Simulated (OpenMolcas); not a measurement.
Cr3+ among 6 point charges of -2 e arranged as a tetragonal octahedron (D4h). The axial distance is 1.08 times the equatorial one, R.

```json
{
 "Program": "OpenMolcas 26.06",
 "Method": "SS-CASPT2, IPEA 0.25 Eh, imaginary shift 0.1 Eh (closed shells correlated: 3s 3p)",
 "Basis": "ANO-RCC-VDZP [5s4p2d1f]",
 "Scalar Hamiltonian": "DKH2, point nucleus",
 "Active space": "3 electrons in 5 orbitals (3d)",
 "State averaging": "2S+1 = 4 even, 10 roots; 2S+1 = 2 even, 40 roots",
 "Spin-orbit coupling": "RASSI with atomic mean-field integrals over the reference wave functions"
}
```

All point charges move together. At R = 1.73 Å the first state of the same spin is 8550 cm-1, and at R = 1.82 Å it is 6650 cm-1.

Q: A third run gives 11260 cm-1. What distance was it run at?

A: With a power law R^-n the two known points give n = -ln(6650 / 8550) / ln(1.82 / 1.73) = 4.96. Then R = 1.73 × (8550 / 11260)^(1/4.96) = 1.637 Å. The run was at 1.62 Å, so the estimate is off by +0.017 Å.

Free-ion shares, where given, are those of the reference states; single-state CASPT2 does not remix them. This is an electrostatic model: the charges have no orbitals. No measured value stands beside these numbers.
